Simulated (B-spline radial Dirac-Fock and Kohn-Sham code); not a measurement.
Dipole and non-dipole photoemission parameters of Mo³⁺ 2s

System: Mo³⁺, configuration [Kr] 4d3; threshold 2882.3 eV (orbital energy of the model). Calculated with a radial finite-basis atomic code, using Dirac-Hartree-Slater photoionisation with a Latter tail; cross sections with all multipoles, angular parameters from the dipole term and its interference with E2.

For linearly polarised light dσ/dΩ = σ/(4π) [1 + β P₂(cos θ) + (δ + γ cos²θ) sin θ cos φ], with θ from the polarisation vector and φ the angle between the beam and the projection of the electron momentum on the plane normal to the polarisation.

```
hν (eV)  σ (kb)      β       γ
 2984.4    42.7  1.995   0.928
   3560    32.1  1.996   0.195
   3860    27.9  1.996   0.053
   4790    19.0  1.996  -0.083
   5280    15.8  1.996  -0.071
   7230       ?      ?       ?
   7280    8.41  1.996   0.157
 9251.7    5.10  1.996   0.448
   9750    4.55  1.996   0.522
  11000    3.50  1.996   0.707
```

Question: Give the values at 7230 eV.

Answer: σ = 8.53 kb, β = 1.996, γ = 0.150. For an s subshell δ is negligible.
